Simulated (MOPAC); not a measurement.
Job for MOPAC: PM7 on MnH, 2S+1 = 7, a spin state set in the input, which need not be the lowest, a point of a bond scan (R = 1.606 Å).

```
PM7 1SCF PRECISE CHARGE=0 UHF MS=3 THREADS=1
HMn

Mn     0.00000000 1     0.00000000 1     0.00000000 1
H      0.00000000 1     0.00000000 1     1.60639200 1
```

It printed:

```
*******************************************************************************
 **                                                                           **
 **                              MOPAC v23.2.5                                **
 **                                                                           **
 *******************************************************************************
 ** MOPAC's Digital Object Identifier: https://doi.org/10.5281/zenodo.6511958 **
 **                                                                           **
 ** Please cite the open-source release paper for use of this MOPAC version:  **
 ** J. E. Moussa and J. J. P. Stewart (2026)                                  **
 ** MOPAC: An open-source semiempirical molecular orbital program             **
 ** J. Open Source Softw., 11(119), 8025, https://doi.org/10.21105/joss.08025 **
 *******************************************************************************

                              PM7 CALCULATION RESULTS

 *******************************************************************************
 *  PM7        - The PM7 Hamiltonian to be used
 *  UHF        - UNRESTRICTED HARTREE-FOCK CALCULATION
 *
 *
 *
 *                 CHARGE ON SYSTEM = 0
 *
 *
 *
 *  MS=        - IN MECI, MAGNETIC COMPONENT OF SPIN =  3.0
 *  PRECISE    - TIGHTER CRITERIA TO BE USED
 *  1SCF       - DO 1 SCF AND THEN STOP
 *  THREADS=1  - MULTI-THREADING NOT USED
 *  T=         - A TIME OF 172800.0 SECONDS REQUESTED
 *  DUMP=N     - RESTART FILE WRITTEN EVERY 7200.0 SECONDS REQUESTED
 *******************************************************************************
PM7 1SCF PRECISE CHARGE=0 UHF MS=3 THREADS=1
 HMn

   ATOM   CHEMICAL          X               Y               Z
  NUMBER   SYMBOL      (ANGSTROMS)     (ANGSTROMS)     (ANGSTROMS)

     1      Mn          0.00000000  *   0.00000000  *   0.00000000  *
     2       H          0.00000000  *   0.00000000  *   1.60639200  *



          CARTESIAN COORDINATES

    NO.       ATOM           X           Y           Z

     1        Mn          0.0000      0.0000      0.0000
     2         H          0.0000      0.0000      1.6064

 General Reference for PM7:
 "Optimization of Parameters for Semiempirical Methods VI: More Modifications to the
 NDDO Approximations and Re-optimization of Parameters", J. J. P. Stewart, J. Mol. Mod., 1:32, 19 (2013)
 https://link.springer.com/article/10.1007/s00894-012-1667-x

           Empirical Formula: H Mn  =     2 atoms



      MOLECULAR POINT GROUP   :   C*v


          UHF CALCULATION, NO. OF ALPHA ELECTRONS =    7
                           NO. OF BETA  ELECTRONS =    1

 -------------------------------------------------------------------------------
 PM7 1SCF PRECISE CHARGE=0 UHF MS=3 THREADS=1
 HMn



     1SCF WAS SPECIFIED, SO BFGS WAS NOT USED
     SCF FIELD WAS ACHIEVED


                              PM7 CALCULATION
                                                       MOPAC v23.2.5 Linux




          FINAL HEAT OF FORMATION =        120.09967 KCAL/MOL =     502.49703 KJ/MOL


          COSMO AREA              =         77.10 SQUARE ANGSTROMS
          COSMO VOLUME            =         63.26 CUBIC ANGSTROMS

          IONIZATION POTENTIAL    =          6.396669 EV
          ALPHA SOMO LUMO (EV)    =         -6.397 48.763
          BETA  SOMO LUMO (EV)    =        -15.241 -4.255
          NO. OF ALPHA ELECTRONS  =          7
          NO. OF BETA  ELECTRONS  =          1
          MOLECULAR WEIGHT        =         55.9459         POINT GROUP:  C*v

          MOLECULAR DIMENSIONS (Angstroms)

            Atom       Atom       Distance
            H     2   Mn     1     1.60639
            H     2   Mn     1     0.00000
           Mn     1    H     2     0.00000


          SCF CALCULATIONS        =          1





   ATOM   CHEMICAL          X               Y               Z
  NUMBER   SYMBOL      (ANGSTROMS)     (ANGSTROMS)     (ANGSTROMS)

     1      Mn          0.00000000  *   0.00000000  *   0.00000000  *
     2       H          0.00000000  *   0.00000000  *   1.60639200  *

                             CARTESIAN COORDINATES

   1   Mn        0.000000000     0.000000000     0.000000000
   2    H        0.000000000     0.000000000     1.606392000


           Empirical Formula: H Mn  =     2 atoms



      MOLECULAR POINT GROUP   :   C*v


          ALPHA EIGENVALUES
 -18.46374 -14.34269 -14.34269 -13.98814 -13.98814 -13.97058  -6.39667  48.76337
  48.76337  51.79945


           BETA EIGENVALUES
 -15.24143  -4.25518  -3.98873  -3.98873  -3.85230  -3.85230   3.84667  50.57861
  50.57861  54.42171


              NET ATOMIC CHARGES AND DIPOLE CONTRIBUTIONS

  ATOM NO.   TYPE          CHARGE      No. of ELECS.   s-Pop       p-Pop       d-Pop
    1         Mn           0.265051        6.7349     1.62311     0.07372     5.03812
    2          H          -0.265051        1.2651     1.26505
 DIPOLE           X         Y         Z       TOTAL
 POINT-CHG.     0.000     0.000    -2.045     2.045
 HYBRID        -0.000    -0.000    -0.474     0.474
 SUM           -0.000    -0.000    -2.519     2.519


          ATOMIC ORBITAL ELECTRON POPULATIONS

     Atom    s        px        py        pz      x^2-y^2     xz        z^2       yz        xy
    1 Mn   1.62311   0.00003   0.00003   0.07367   1.00000   0.99997   1.03818   0.99997   1.00000
    2  H   1.26505


                    (SZ)    =    3.000000
                    (S**2)  =   12.000186


          ATOMIC ORBITAL SPIN POPULATIONS

    Atom   Total    s     px     py     pz   x^2-y^2  xz     z^2    yz     xy
         Atomic
    1 Mn  5.3784  0.375  0.000  0.000  0.042  1.000  1.000  0.961  1.000  1.000
    2  H  0.6216  0.622

 **********************
 *                    *
 * JOB ENDED NORMALLY *
 *                    *
 **********************




 == MOPAC DONE ==
```

The run finished.

Cost: around 0.020 core-seconds (rough).
